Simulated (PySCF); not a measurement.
TiF₃, SMILES [Ti]([F])([F])[F] (connectivity only; charge and spin as stated), neutral, multiplicity 2.

The structure is a stationary point at B3LYP-D3(BJ)/def2-SVP. The multiplicity is an assumed one; other spin states were not compared. The isomer is the one that the SMILES or the coordinates give; other isomers of the formula were not compared.

Method: PBE/def2-TZVPD (PySCF).

Gas-phase values at a fixed geometry.

Estimate the frontier levels, dipole moment and polarisability. (The exact figures need the calculation; the answer reports its results.)


```yaml
"α spin, highest occupied and lowest empty level": -5.26 and -3.90 eV
"β spin, highest occupied and lowest empty level": -10.06 and -3.61 eV
dipole_moment: 0.00 D
quadrupole, principal values (traceless, Buckingham form, about the centre of nuclear charge): -3.27, -3.27, 6.54 D·Å
mean_static_polarisability: 37.3 bohr³ (5.52 Å³)
polarisability_principal_values: 36.9, 36.9, 38.1 bohr³
"⟨S²⟩": 0.752 (pure state 0.75)
```
